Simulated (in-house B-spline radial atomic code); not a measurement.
Computed with a B-spline radial atomic code. Model: two electrons, singlet ground state, non-relativistic, full CI in B-splines with partial waves to l = 8 (at full coupling up to 3e-4 hartree above the limit, correlation up to 0.6 % small), density held at that of full coupling by Lieb maximisation.

Along the adiabatic connection the electron repulsion is scaled by a coupling λ while a local potential keeps the density fixed. At λ = 0 the system is the Kohn-Sham one and W equals the exchange energy; the exchange-correlation energy is the area under W between 0 and 1. The kinetic energy rises with λ as the electrons avoid each other, with dT/dλ = −λ dW/dλ.

Command:
```bash
python run_ac.py task.json out
```
Settings (lengths in bohr, energies in hartree):
```
potential              yukawa
strength               1.85
lmax                   8
second                 0.208
```

Run time, properties included: 47 s on 1 thread of Intel(R) Xeon(R) Processor @ 2.30GHz, with other jobs on the host.

**W = mean repulsion less Hartree energy, and W of three functionals.**

Given: confinement screened point charge; nuclear charge 1.85; screening of the nucleus 0.208 1/bohr; external potential -Z exp(-k r)/r.

Computed: LDA exchange minus exact 124.06 millihartree; PBE exchange minus exact 7.172 millihartree.

| coupling | W xc (hartree) | W xc minus exchange (millihartree) | kinetic minus Kohn-Sham (millihartree) | LDA (PW92) W minus its exchange (millihartree) | PBE W minus its exchange (millihartree) | SCAN W minus its exchange (millihartree) |
| --- | --- | --- | --- | --- | --- | --- |
| 0 | -0.91089 | 0 | 0 | 0 | 0 | 0 |
| 0.02 | ? | ? | ? | ? | ? | ? |
| 0.05 | -0.91573 | -4.843 | 0.12 | -23.5 | -4.34 | -4.45 |
| 0.12 | -0.92231 | -11.42 | 0.68 | -44.64 | -10.46 | -10.38 |
| 0.25 | -0.93393 | -23.044 | 2.82 | -73.84 | -21.62 | -20.68 |
| 0.4 | -0.94646 | -35.575 | 6.88 | -99.94 | -33.91 | -31.64 |
| 0.6 | -0.96185 | -50.963 | 14.55 | -127.92 | -49.26 | -45.02 |
| 0.8 | -0.9759 | -65.014 | 24.37 | -151.05 | -63.44 | -57.21 |
| 1 | -0.98877 | -77.885 | 35.93 | -170.87 | -76.55 | -68.41 |
| 1.4 | ? | ? | ? | ? | ? | ? |
| 2 | -1.0396 | -128.67 | 110.46 | -242.09 | -129.57 | -113.42 |
| 3 | -1.0749 | -164.05 | 197.93 | -288.92 | -168.3 | -146.19 |
| 4.5 | -1.1115 | -200.57 | 332.99 | -337.51 | -210.71 | -181.76 |
| 7 | -1.1493 | -238.4 | 546.3 | -390.22 | -258.52 | -220.65 |
| 10 | -1.1767 | -265.8 | 775.95 | -431.1 | -296.52 | -249.71 |

Problem. What belongs in the row 0.02?

Solution. W xc (hartree): -0.91284; W xc minus exchange (millihartree): -1.952; kinetic minus Kohn-Sham (millihartree): 0.02; LDA (PW92) W minus its exchange (millihartree): -11.55; PBE W minus its exchange (millihartree): -1.72; SCAN W minus its exchange (millihartree): -1.81.

Problem. What belongs in the row 1.4?

Solution. W xc (hartree): -1.0115; W xc minus exchange (millihartree): -100.61; kinetic minus Kohn-Sham (millihartree): 63.08; LDA (PW92) W minus its exchange (millihartree): -203.75; PBE W minus its exchange (millihartree): -99.99; SCAN W minus its exchange (millihartree): -88.34.

Problem. What is the SCAN exchange minus exact?

Solution. -6.3086 millihartree.

**Energy parts, natural occupations and partial-wave weights.**

Computed: total energy -1.7255 hartree; exchange energy -0.91089 hartree; correlation energy -0.041953 hartree; kinetic part of the DFT correlation energy 0.035932 hartree; initial slope twice GL2 -0.098098 hartree; Kohn-Sham kinetic 2.3134 hartree; Lieb Oxford ratio E_xc over LDA exchange 1.211.

```
natural  occupation of the shell (electrons)
      s                               1.9796
      s                                    ?
      p                            0.0089561
      d                           0.00036352
      p                            0.0002862
      s                           0.00016156
```

Problem. What belongs in the row s?

Solution. occupation of the shell (electrons): 0.010442.

```json
{"wave": "s", "weight": "0.99513"}
{"wave": "p", "weight": "?"}
{"wave": "d", "weight": "0.00020337"}
{"wave": "f", "weight": "2.7404e-05"}
{"wave": "g", "weight": "6.2269e-06"}
```

Problem. What belongs in the row p?

Solution. weight: 0.0046346.

Problem. What is the kinetic part over minus potential part?

Solution. 0.46135.

Problem. What is the Hartree energy?

Solution. 1.8218 hartree.

Half-way to full coupling W has made 56 % of its drop, against 50 % for a straight line, and second-order (GL2) theory, half the initial slope, overshoots the correlation energy by about 17 %: a moderate bend, as in light atoms. Over couplings 0 to 1 the errors in E_xc come to about +59 millihartree for LDA, +8.6 millihartree for PBE, -1.5 millihartree for SCAN, so SCAN is nearest. In LDA and SCAN the errors of exchange and correlation have opposite signs, so the sum is smaller than the larger of the two.
